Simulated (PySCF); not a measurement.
An EPR job on `C([O])S(=O)(=O)C(F)(F)F` [radical].

Method: UKS B3LYP, pcH-1 on C F H O S, non-relativistic, mean-field spin-orbit, GIAO (PySCF 2.14.0). Geometry: GFN2-xTB. A driver script takes a list of jobs; this job's settings line and coordinates (Å) are shown.

Command:
```bash
OMP_NUM_THREADS=1 python probes_run.py task.json out
```

Input:
```
{"job": {"kind": "epr", "basis": "pcH-1"}, "charge": 0, "multiplicity": 2}
O     -1.193045    -1.381459    -0.645710
C     -1.450148    -0.202998    -0.885231
S     -0.137506     0.773975     0.450208
O      0.344685     1.989215    -0.133473
O     -0.609043     0.795790     1.797186
C      1.357476    -0.455378     0.416877
F      2.357332     0.175719     1.003813
F      1.660806    -0.706203    -0.840585
F      1.076783    -1.560448     1.062936
H     -2.353986     0.277947    -0.468306
H     -1.047929     0.296511    -1.783678
```

Output:
```
UKS, coarse grid
  cycle   1  E = -1000.08625928  |g| = 1.26e+00
  cycle   2  E = -996.26087528  |g| = 3.18e+00
  cycle   3  E = -1000.51612907  |g| = 5.77e-01
  cycle   4  E = -1000.62171806  |g| = 3.37e-01
  cycle   5  E = -1000.66015190  |g| = 9.43e-02
  cycle   6  E = -1000.66300622  |g| = 4.62e-02
  cycle   7  E = -1000.66361853  |g| = 3.17e-02
  cycle   8  E = -1000.66406202  |g| = 8.76e-03
  cycle   9  E = -1000.66413206  |g| = 3.79e-03
  cycle  10  E = -1000.66414826  |g| = 1.44e-03
  cycle  11  E = -1000.66415095  |g| = 1.12e-03
  cycle  12  E = -1000.66415164  |g| = 4.43e-04
UKS, final grid
  cycle   1  E = -1000.66399268  |g| = 4.82e-04
  cycle   2  E = -1000.66399319  |g| = 7.61e-04
  cycle   3  E = -1000.66399353  |g| = 2.46e-04
  cycle   4  E = -1000.66399394  |g| = 2.67e-04
  cycle   5  E = -1000.66399459  |g| = 1.47e-04
  cycle   6  E = -1000.66399463  |g| = 5.55e-05
  cycle   7  E = -1000.66399464  |g| = 2.62e-05
E = -1000.66399464 Eh   <S^2> = 0.7651 (exact 0.7500)
g shifts (ppm)      1          2          3
  rmc          -337       -337       -337
  gc              1         75         75
  oz_so         378       4493      21938
  total          41       4232      21676
hyperfine (MHz)  atom isotope    a_iso     a_fc   dipolar eigenvalues
    0   17O     -29.51     -27.57   -138.37     68.52     69.86
    1   13C     -31.49     -31.63    -15.04      2.92     12.12
    2   33S     139.09     139.36    -24.64    -20.93     45.57
    3   17O      -7.46      -7.16    -63.45     30.33     33.12
    4   17O      -6.21      -5.92    -54.87     26.03     28.84
    5   13C     113.48     113.49    -10.59    -10.00     20.59
    6   19F      41.13      40.76    -34.11    -32.75     66.86
    7   19F      31.63      31.44    -25.15    -21.91     47.07
    8   19F      61.35      60.93    -40.49    -36.70     77.19
    9    1H      42.32      42.26     -2.69      0.38      2.32
   10    1H      35.57      35.52     -2.85      0.53      2.32
```

rmc, gc and oz_so are the mass-correction, gauge-correction and orbital-Zeeman/spin–orbit parts of the g shift along its three principal axes; a_iso is the isotropic hyperfine coupling and a_fc its Fermi-contact part. Atoms in this output count from 0.

Task: How far is ⟨S²⟩ from the pure-spin value?

Result: S = 0.5 gives S(S+1) = 0.75; the run has 0.7651, 0.0151 more.

Task: Get g_iso from the total shifts.

Result: Their mean is 8650 ppm; added to g_e = 2.002319 it gives 2.01097.

Main results: ⟨S²⟩ 0.765; g_iso 2.0110.

Isolated species at its GFN2-xTB geometry (one conformer only).

Task: How long does this job take on one thread of an Arm Neoverse V1, no GPU, shared host with 32 logical CPUs at a one-minute load of 24? And the peak memory of the process?

Result: About 1.8 min (density and orbital grids were written too), with 0.94 GiB resident at the peak, the Python interpreter and its libraries included.
Labels such as C1 count atoms from 1, the log's own numbers from 0.
